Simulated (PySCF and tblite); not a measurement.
The numbers below are computed, except where a source is named.
2 E/Z isomers of C₄H₃F₅, numbered alike:

| isomer | SMILES | descriptors |
| --- | --- | --- |
| A | [F:1][CH2:2]/[C:3]([F:4])=[CH:5]/[C:6]([F:7])([F:8])[F:9] | 3=5 Z |
| B | [F:1][CH2:2]/[C:3]([F:4])=[CH:5]\[C:6]([F:7])([F:8])[F:9] | 3=5 E |

Protocol: conformer search, at most 6 conformers an isomer, GFN2-xTB geometries, energies PBE0/pcSseg-1 (D3(BJ) added where defined), GIAO shieldings PBE0/pcSseg-1, weights at 298.15 K with GFN2-xTB thermal terms. Programs: PySCF with density fitting and tblite.

Problem. What shifts does each isomer give (ppm)?

Solution. 
A: ¹H (against TMS): 5.58 (H5, 1H), 5.30 (H2, 2H). ¹³C (against TMS): 173.4 (C3), 131.5 (C6), 105.4 (C5), 81.5 (C2). ¹⁹F (against CFCl3): -73.2 (F7/F8/F9), -112.1 (F4), -267.8 (F1).

B: ¹H (against TMS): 5.95 (H5, 1H), 5.57 (H2, 2H). ¹³C (against TMS): 178.2 (C3), 132.2 (C6), 112.3 (C5), 80.7 (C2). ¹⁹F (against CFCl3): -69.5 (F7/F8/F9), -94.0 (F4), -260.2 (F1).

Problem. Which carbons tell the isomers apart best?

Solution. C5: 105.4 in A, 112.3 in B; C3: 173.4 in A, 178.2 in B ppm.

Unscaled ¹⁹F shifts at such levels can be off by tens of ppm; differences between conformers or isomers are more reliable. Shifts are unscaled: against experiment ¹³C can be off by 15 ppm or more and ¹H by 0.8 ppm. At least one structure keeps an imaginary mode at the tight-binding level. The minima are those of GFN2-xTB; planar forms about aryl–S or allylic bonds may be saddles in DFT.
